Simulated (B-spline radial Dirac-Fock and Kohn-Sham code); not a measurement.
## W²⁺ 4p1/2: cross section and angular parameters

System: the W²⁺ ion in the configuration [Xe] 4f14 5d4; threshold 505.7 eV (orbital energy of the model). Method: Dirac-Hartree-Slater photoionisation with a Latter tail; cross sections with all multipoles, angular parameters from the dipole term and its interference with E2. Computed with a B-spline atomic structure program.

Input file task.json (cfg lists n, l and occupation; rrms is the nuclear radius in fm):

```json
{"items": [{
  "Z": 74,
  "q": 2,
  "cfg": [[1, 0, 2], [2, 0, 2], [2, 1, 6], [3, 0, 2], [3, 1, 6], [3, 2, 10], [4, 0, 2], [4, 1, 6], [4, 2, 10], [4, 3, 14], [5, 0, 2], [5, 1, 6], [5, 2, 4]],
  "A": 184,
  "rrms": 5.3658,
  "do": "xps",
  "hv": [62.9, 63.7, 74.3, 109.0, 150, 167.0, 249.0, 300, 323.0, 465.0, 600, 650.0, 840.0, 1290.0, 1920.0, 2000, 2860.0, 3280.0, 3310.0, 3740.0, 4580.0, 5414.7, 6000, 6260.0, 6360.0, 6780.0, 8047.8, 10900.0, 12000, 13800.0]
}]}
```

Command: `python xray2_run.py task.json out`

```
hν (eV)  σ (kb)       β       γ       δ
    600    52.0  -0.045  -0.206   0.106
    650    51.4   0.279  -0.092   0.108
    840    47.0   0.962   0.316   0.068
   1290    33.5   1.451   0.417   0.018
   1920    20.7   1.624   0.198   0.001
   2000    19.5   1.634   0.174   0.001
   2860    11.4   1.685   0.013  -0.003
   3280    9.06   1.690  -0.013  -0.004
   3310    8.92   1.691  -0.013  -0.004
   3740    7.20   1.690  -0.014  -0.005
   4580    4.97   1.679   0.031  -0.005
 5414.7    3.60   1.663   0.112  -0.004
   6000    2.93   1.650   0.179  -0.003
   6260       ?       ?       ?       ?
   6360    2.61   1.642   0.224  -0.002
   6780    2.28   1.633   0.277  -0.001
 8047.8    1.59   1.603   0.441   0.003
  10900   0.809   1.540   0.803   0.014
  12000   0.648   1.518   0.934   0.020
  13800   0.465   1.483   1.136   0.030
```

Q: Give the values at 6260 eV.

A: σ = 2.69 kb, β = 1.645, γ = 0.211, δ = -0.002.
